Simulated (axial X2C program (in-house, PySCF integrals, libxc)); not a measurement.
## Which molecule has these constants?

Computed with an in-house relativistic program for diatomic molecules, spin-free (one-electron X2C) or two-component (2c: spin–orbit coupling with atomic mean-field Coulomb and Gaunt terms, which also bring small scalar terms), in Dyall basis sets with cores contracted in-house; open shells are unrestricted.

A two-component PBE0 calculation in a Dyall 3-zeta basis gave Re = 1.663 Å, ωe = 797.9 cm⁻¹, dipole magnitude 2.03 D, Ω = 3.

Question: Which molecule is it?
A. GaB
B. ZnB
C. CoB
D. KB
E. GeB

Answer: C. The others have GeB 1.973 Å and 648.7 cm⁻¹ (Ω = 3/2); GaB 2.026 Å and 531.9 cm⁻¹ (Ω = 1); ZnB 2.207 Å and 327.3 cm⁻¹ (Ω = 1/2); KB 2.835 Å and 274.1 cm⁻¹ (Ω = 2).

Each entry is the lowest single determinant of a limited PBE0 search at one distance. De goes to single-determinant-based atoms at the same level (for ions the charge split of lowest energy) and is withheld (n/a) where an atom does not fit its ground term or J level. Main or longest-lived isotopes. One determinant is a doubtful description, or other states lie close, for CoB, GeB, GaB, KB; these need not be ground states, and all values refer to the states named. Some open-shell Ω = 0 determinants are out of reach, so the Ω given for GaB, KB need not be the lowest component. With several unpaired electrons the Ω given is that of one determinant, not necessarily of the lowest component. Some light 2c atoms are not at their ground J level, so De misses part of their lowering (0.04 eV or less). The functionals have no current term, which raises determinants with orbital currents. Where the atoms have a lower orbital projection than the molecule, De at mean-field level may be about a tenth of an eV too small.
